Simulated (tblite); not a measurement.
Species: C₇H₁₀F₂.
Numbering: `[F:1]/[CH:2]=[CH:3]\[CH2:4][C:5]1([CH2:6][F:7])[CH2:8][CH2:9]1` (hydrogens: H10 on C2; H11 on C3; H12, H13 on C4; H14, H15 on C6; H16, H17 on C8; H18, H19 on C9)

A start from a force field or distance geometry was refined with GFN2-xTB geometry optimisation, gas phase in tblite 0.8.0. Values at the start:

| coordinate | start |
| --- | --- |
| F1–C2 | 1.337 Å |
| C2=C3 | 1.349 Å |
| C2–H10 | 1.095 Å |
| C3–C4 | 1.490 Å |
| C3–H11 | 1.079 Å |
| C4–C5 | 1.512 Å |
| C4–H12 | 1.095 Å |
| C5–C6 | 1.526 Å |
| C5–C8 | 1.524 Å |
| C6–F7 | 1.386 Å |
| C6–H14 | 1.108 Å |
| C8–C9 | 1.509 Å |
| C8–H16 | 1.104 Å |
| C8–H17 | 1.125 Å |
| C2–C3–C4 | 116.6° |
| C3–C4–C5 | 114.2° |
| C4–C5–C6 | 118.6° |
| C4–C5–C8 | 110.1° |
| C5–C6–F7 | 111.0° |
| C5–C8–C9 | 59.1° |
| C6–C5–C8 | 114.1° |
| C6–C5–C9 | 117.3° |
| C3–C4–C5–C6 | -61° |
| C4–C5–C6–F7 | -179° |
| C4–C5–C8–C9 | -115° |
| C4–C5–C9–C8 | 97° |

Task: How do these coordinates change at the GFN2-xTB level?

Result: 
```tsv
coordinate	GFN2-xTB (Å or °)	change
C8–H17	1.079	-0.046
C2=C3	1.319	-0.030
C8–H16	1.079	-0.025
C5–C8	1.500	-0.024
C2–H10	1.080	-0.015
C6–F7	1.372	-0.014
C6–H14	1.096	-0.012
C5–C6	1.517	-0.009
F1–C2	1.346	+0.009
C8–C9	1.501	-0.008
C3–C4	1.497	+0.007
C4–C5	1.519	+0.007
C4–H12	1.092	-0.003
C3–H11	1.079	0.000
C4–C5–C8	119.4	+9.3
C2–C3–C4	124.9	+8.3
C4–C5–C6	112.2	-6.4
C6–C5–C8	118.3	+4.2
C3–C4–C5	111.3	-2.9
C6–C5–C9	118.7	+1.4
C5–C8–C9	60.0	+0.9
C5–C6–F7	111.6	+0.6
C4–C5–C9–C8	109	+12
C4–C5–C8–C9	-109	+6
C3–C4–C5–C6	-67	-6
C4–C5–C6–F7	179	-2
```

The energy falls by 0.596 eV over 98 L-BFGS steps, the largest force on an atom goes from 2.59 to 0.010 eV/Å, and the atoms move by 0.279 Å rms after alignment. The bond that changes most is C8–H17 (three-membered-ring carbon to methylene hydrogen), which shortens by 0.046 Å. Bonds longer at the end by more than 0.005 Å: 3 of 19; shorter: 13. Among the dihedrals that turn most is C3–C4–C5–C9, from 98° to 78°. Rotational constants go from 2773, 894.9, 791.0 to 2728, 914.4, 785.2 MHz.

Its GFN2-xTB frequencies are all real (lowest 28 cm⁻¹). One conformer, not necessarily the lowest. 3 starts were optimised and ended at 0.00, 0.01 and 1.65 kcal/mol (GFN2-xTB); the lowest of these is shown.

The numbers are calculated, not measured.
